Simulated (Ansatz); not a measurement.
Coupled-cluster run, ClH$_{4}$O$_{4}$Ta (`[OH][Ta]([OH])([OH])([OH])[Cl]`).

```yaml
crystal:
  periodic: [false, false, false]
  atoms:
    - {symbol: O, position_ang: [-1.154350, -0.988830, -1.128541]}
    - {symbol: Ta, position_ang: [0.084268, -0.102745, 0.009033]}
    - {symbol: O, position_ang: [1.232239, -1.557280, 0.135660]}
    - {symbol: O, position_ang: [-0.259096, -0.020835, 1.876876]}
    - {symbol: O, position_ang: [1.390606, 1.050192, -0.751384]}
    - {symbol: Cl, position_ang: [-1.427757, 1.817039, -0.158877]}
    - {symbol: H, position_ang: [-1.946148, -0.548734, -1.446359]}
    - {symbol: H, position_ang: [1.825777, -2.300263, 0.198770]}
    - {symbol: H, position_ang: [-0.845171, 0.641768, 2.249851]}
    - {symbol: H, position_ang: [1.182730, 1.958589, -0.982132]}
basis:
  gaussian: {orbitals: def2-SVP}
correlation: {method: ccsd_t}
```

```sh
$ ansatz run in.yaml --threads 4 --pin off --events-out ev --progress --plain --max-ram 11315MiB
```

Output of Ansatz, abridged:

```
Functional definition: HF
  name "HF"
  cite "Fock, Z. Phys. 61, 126 (1930) doi:10.1007/BF01340294"
  parent pbe
  exchange = exact_x
  correlation = 0
1202 factors; integrals over basis functions are off by at most 7.8e-4 eV
mean field evaluation 1: about -22237.5453 eV, gradient 7.0e1 eV
mean field evaluation 2: about -22237.7112 eV, gradient 7.0e1 eV
mean field evaluation 4: about -22246.5759 eV, gradient 4.4e0 eV
mean field evaluation 8: about -22246.6599 eV, gradient 1.7e-1 eV
mean field -22246.65997230 eV, -817.5496746544 hartree, gradient 1.7e-6 eV, S^2 0.000000; 0 other end points of the search recorded, 0 dependent functions left out
9 core orbitals not correlated: weight in the atoms' cores, before any rotation towards them, 1.000 or more for the frozen orbitals, at most 0.000 for the correlated occupied ones
reference -22246.65997230 eV, -817.5496746544 hartree; 24, 24 occupied and 93, 93 virtual orbitals, 1202 factors
second order -32.18909388 eV of doubles, -0.00000000 eV of singles
cycle   1  -31.24495429 eV  change    9.4e-1 eV  update   1.9e-1
cycle   2  -32.13986055 eV  change   -8.9e-1 eV  update   8.1e-2
cycle   3  -32.39727254 eV  change   -2.6e-1 eV  update   3.3e-2
cycle   4  -32.39031041 eV  change    7.0e-3 eV  update   9.1e-3
cycle   5  -32.37864364 eV  change    1.2e-2 eV  update   3.5e-3
cycle   6  -32.37926897 eV  change   -6.3e-4 eV  update   1.3e-3
cycle   7  -32.37960341 eV  change   -3.3e-4 eV  update   5.9e-4
cycle   8  -32.37926309 eV  change    3.4e-4 eV  update   2.1e-4
cycle   9  -32.37932391 eV  change   -6.1e-5 eV  update   6.9e-5
cycle  10  -32.37942898 eV  change   -1.1e-4 eV  update   4.1e-5
cycle  11  -32.37935159 eV  change    7.7e-5 eV  update   1.2e-5
cycle  12  -32.37935257 eV  change   -9.8e-7 eV  update   7.4e-6
perturbative correction -0.99902266 eV, -0.0367134057 hartree
Total energy: -22280.03834754 eV, -818.7763073196 hartree
```

It took 29 s on 4 threads of an Arm Neoverse V2 on a shared host, with 0.94 GiB of host memory at the peak.

Correlation energy per correlated electron: -0.695 eV. T1 diagnostic: 0.0183.
